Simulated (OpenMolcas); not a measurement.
A calculation on Bi2+.

```yaml
Program: OpenMolcas
Method: "MS-RASPT2, IPEA 0.25 Eh, imaginary shift 0.1 Eh (closed shells correlated: 5d)"
Basis: ANO-RCC-VQZP [9s8p6d4f3g]
Scalar_Hamiltonian: DKH2, point nucleus
Active_space: 3 electrons in 9 orbitals (RAS2 6s 6p; RAS3 6d, at most 2 electrons)
State_averaging: 2S+1 = 4 odd, 1 root; 2S+1 = 2 odd, 11 roots; 2S+1 = 4 even, 3 roots; 2S+1 = 2 even, 9 roots kept (CI in the orbitals of an earlier block)
Spin-orbit_coupling: RASSI with atomic mean-field integrals over the reference wave functions, term energies averaged over their components
```

Problem. Which level of the active space comes out lowest?

Solution. 6s2 6p 2P* 1/2, with 100 % of that term; it is also the measured ground level.

Problem. How high does 6s 6p2 4P 3/2 lie?

Solution. 83090 cm-1 above the lowest level; measured 83038 cm-1 above the ground level, so the calculation is off by 0 %.

Problem. How high does 6s 6p2 4P 1/2 lie?

Solution. 72910 cm-1 above the lowest level; measured 70254 cm-1 above the ground level, so the calculation is off by +4 %.

Problem. How high does 6s 6p2 2D 3/2 lie?

Solution. 96830 cm-1 above the lowest level; measured 108586 cm-1 above the ground level, so the calculation is off by -11 %.

Problem. The level at 88390 cm-1 has J = 5/2. What is it made of, and what is its g factor?

Solution. 66 % 6s 6p2 4P 5/2, 34 % 6s 6p2 2D; g = 1.466, against 1.601 from Landé's formula for the pure leading term.

Measured values: Moore, Atomic Energy Levels, vol. III, NSRDS-NBS 35 (1971 reprint of NBS Circular 467, 1958).

CASPT2 breaks the degeneracy within a term, and the mean is taken; among the terms shown or strongly mixed into the levels shown the widest spread is 25 cm-1 (6s 6p2 2D). Terms from blocks run as CI alone lack orbitals of their own. The run also gave levels led by 6s 6p 6d, which use shells meant for correlation; these and all levels above them are left out. Spin-orbit splittings of 6p shells tend to come out small when the coupling is added on scalar orbitals. Computed and measured levels are paired by configuration, term and J; levels that our copy of the source lacks, or whose pairing is in doubt (as where it misses far off the trend of its configuration), stay unpaired and out of the deviations. Only configurations of the active space appear.

* marks odd parity.
